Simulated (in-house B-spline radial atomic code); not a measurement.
Values are calculated unless marked as measured or tabulated.
# Building a PAW p channel for F, r_c = 0.738 bohr

F, [He] 2s2 2p5, non-relativistic PBE, spherical and spin-unpolarised, from a B-spline radial code for spherical atoms (atomic units; all potentials screened as in the neutral atom).

Two all-electron partial waves φ1, φ2 are integrated outwards at E1 = ε(2p) = -0.408704 and E2 = E1 + 2 hartree; φ1 is the bound orbital and φ2 has unit norm inside r_c = 0.738 bohr. Smooth partners are polynomials, r^2(a0 + a1 r² + a2 r⁴ + a3 r⁶), matched to φ and three derivatives at r_c, with no condition on the norm. The local potential is -17.6381 + (64.7956) r² + (-110.161) r⁴ + (72.3143) r⁶ inside 0.6042 bohr and the all-electron one outside.

```
wave     φ(r_c)      φ'(r_c)        a0         a1        a2         a3
   1  0.9049588  -0.07275017  5.998831  -14.95235  16.80989  -7.303677
   2   1.178846    -2.596524   12.2311  -34.77328  39.11177  -16.89455
```

Inside r_c the overlaps are <φi φj> = [[0.32579, 0.56600], [0.56600, 1.00000]] and, for the smooth waves, [[0.27882, 0.46737], [0.46737, 0.79391]]. With χj = (Ej − T − V_local) applied to smooth wave j, the program's quadrature gives the matrix B_ij = <smooth i, χj> as [[-0.29045, -0.68967], [-0.49242, -1.17497]].

Q: Check the match of the first wave, and find the augmentation charges q_ij.

A: At r_c the four terms are 3.26723, -4.43542, 2.71583, -0.64268, which sum to 0.9050, φ1(r_c) to rounding. q_ij is the all-electron overlap less the smooth one: [[0.04697, 0.09862], [0.09862, 0.20609]]. The smooth first wave has a norm of 0.2788 inside r_c against 0.3258, and q11 > 0 puts back the missing charge.

Q: B isn't symmetric. Show that D_ij = B_ij + Ej q_ij is.

A: Integrating by parts gives B12 − B21 = (E1 − E2) q12: -0.68967 − (-0.49242) = -0.19725, and −2 × (0.09862) = -0.19725. So D12 = -0.68967 + (1.591296)(0.09862) = -0.53273 and D21 = -0.49242 + (-0.408704)(0.09862) = -0.53273; D11 = -0.30964, D22 = -0.84702. The projectors, p = (B⁻¹)ᵀ χ, are dual to the smooth waves; det B = 0.0017, small beside B11 B22, as the two smooth waves look alike inside r_c.

Solving (T + V_local + Σ p D p) ψ = E (1 + Σ p q p) ψ in a sphere of 9 bohr gives these levels:

```csv
all-electron,one projector,two projectors
-0.408704,-0.408704,-0.408704
0.085967,0.086026,0.085967
0.333583,0.333875,0.333583
0.728364,0.729367,0.728364
1.255590,1.258260,1.255590
```

Q: What does the second projector gain?

A: With one projector the errors are 0.00, +0.06, +0.29, +1.00, +2.67 millihartree. With two the errors are 0.00, 0.00, 0.00, 0.00, 0.00 millihartree. The scattering is exact at E1 and at E2 = 1.591, and over all levels compared the largest error is under 0.01 millihartree. The lowest eigenvalue of the overlap operator is 1 with one and 0.9549 with two projectors. The smooth orbital alone needs a cutoff of 48.4 hartree for 1 millihartree of kinetic energy, against 91.4 for a norm-conserving Troullier-Martins orbital of the same radius; part of the gain comes from giving up the norm, part from the simpler form.
